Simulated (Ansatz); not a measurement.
`[GeH3][SiH2][GeH2][GeH3]` + HCl → `[Cl][GeH2][GeH3]` + `[SiH3][GeH3]` at 700 K and 1 bar (cleavage of the Ge–Si bond).

Gas-phase electronic energies from Ansatz, PBE0-D4/def2-TZVP geometries. CCSD(T)/CBS adds triple-zeta CCSD(T) − MP2 to the extrapolated MP2 energy (def2 sets, frozen cores). This one scheme is used for every species. For Ge outer-core shells are correlated without core-valence functions, which leaves a few kJ/mol of doubt a bond. Scalar relativity is left out up to krypton. One conformer a species, not always the lowest.

```csv
species,CCSD(T)/CBS energy (Eh),H − E (kJ/mol),S (J/(mol·K))
`[GeH3][SiH2][GeH2][GeH3]`,-6523.43025,324.8,631.2
HCl,-460.38127,38.4,211.8
`[Cl][GeH2][GeH3]`,-4615.04400,174.4,450.9
`[SiH3][GeH3]`,-2368.78170,184.9,383.3
```

H − E and S are ideal-gas, rigid-rotor, harmonic terms from PBE0-D4/def2-TZVP, for one conformer and one mirror image of each species. 1 Eh = 2625.50 kJ/mol, R = 8.31446 J/(mol·K).

By hand: ΔE, ΔH, ΔS and ΔG.

ΔE = (-4615.04400) + (-2368.78170) − (-6523.43025) − (-460.38127) = -0.01418 Eh = -37.2 kJ/mol. Δ(H − E) = 174.4 + 184.9 − 324.8 − 38.4 = -3.9, so ΔH = -41.1 kJ/mol. ΔS = 450.9 + 383.3 − 631.2 − 211.8 = -8.8 J/(mol·K). ΔG = -41.1 − 700 × (-8.8)/1000 = -34.9 kJ/mol.

By hand: the equilibrium constant, and the temperature at which ΔG would vanish if ΔH and ΔS stayed fixed.

log₁₀ K = −ΔG/(RT ln 10) = 2.6. ΔG = 0 at ΔH/ΔS = 4670 K, far beyond where these terms or the molecules hold.

The number of gas molecules stays the same, so ΔS is small and ΔH decides. A doubt of 5 kJ/mol in ΔE shifts log₁₀ K by 0.4 here. Other conformers and mirror images would add mixing entropy, several J/(mol·K) or more a flexible species. Modes under 60 cm⁻¹, often nearly free rotors, make the harmonic entropy too high. These are equilibria of isolated gas molecules and say nothing of rates. Largest T1 diagnostic: 0.012 (customary marks: 0.02 for closed shells, 0.045 for open ones).
